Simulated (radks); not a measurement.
Values are calculated unless marked as measured or tabulated.
The tungsten ion W64+, configuration [Ne]. Code: a radial shooting solver on a logarithmic mesh with Libxc functionals. Model: scalar-relativistic Kohn-Sham, PBEsol, spin-polarised, spherical densities, finite nucleus; Fermi nuclear charge, rms radius 5.3658 fm. Some entries of the table are withheld. Estimate them.

| orbital | occ. | eigenvalue (eV) | <r^2> (bohr^2) | <r> (bohr) |
|---|---|---|---|---|
| 1s | 2 | (1) | (2) | 0.01834 |
| 2s | 2 | (3) | (4) | 0.07637 |
| 2p | 6 | (5) | 0.005639 | 0.06808 |

Answer. 
(1) 1s eigenvalue (eV): -75104.57
(2) 1s <r^2> (bohr^2): 0.0004624
(3) 2s eigenvalue (eV): -17311.20
(4) 2s <r^2> (bohr^2): 0.006884
(5) 2p eigenvalue (eV): -15861.26
